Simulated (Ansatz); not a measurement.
CH$_{7}$FOSi$_{2}$ (`FCO[SiH2][SiH3]`), relaxed with RKS PBE0-D4/def2-TZVP in Ansatz 0.2.0 from a PBE-D4/def2-SVP geometry. The force threshold is 0.005 eV/Å; the program also tests the step.

Total charge 0; spin multiplicity 1.

Start:

```xyz
12

F     1.756    1.003    0.971
C     1.679   -0.377    0.834
O     1.344   -0.726   -0.459
Si    0.022   -0.021   -1.280
Si   -1.820    0.291    0.163
H     2.676   -0.811    1.068
H     0.918   -0.733    1.574
H     0.415    1.288   -1.910
H    -0.302   -0.999   -2.372
H    -1.456    1.220    1.289
H    -2.272   -1.023    0.744
H    -2.959    0.890   -0.621
```

Question: By how much does the energy fall, and how many steps does the optimiser take? (Best estimate.)

Answer: Computed: 6.12 kJ/mol, in 11 steps.

Question: Which bonds change most? (Estimate.)

Answer: Computed: O3–Si4 from 1.709 to 1.667 Å; C2–H7 from 1.120 to 1.098 Å; C2–H6 from 1.113 to 1.092 Å; Si4–H8 from 1.505 to 1.486 Å.

Question: Give the relaxed structure. (Best estimate.)

Answer: The calculation gave: 
```xyz
12

F     1.988    0.962    0.935
C     1.682   -0.377    0.822
O     1.320   -0.681   -0.462
Si    0.022   -0.001   -1.254
Si   -1.831    0.267    0.164
H     2.580   -0.945    1.077
H     0.872   -0.574    1.536
H     0.396    1.312   -1.843
H    -0.288   -0.946   -2.355
H    -1.549    1.244    1.250
H    -2.222   -1.031    0.781
H    -2.970    0.771   -0.651
```
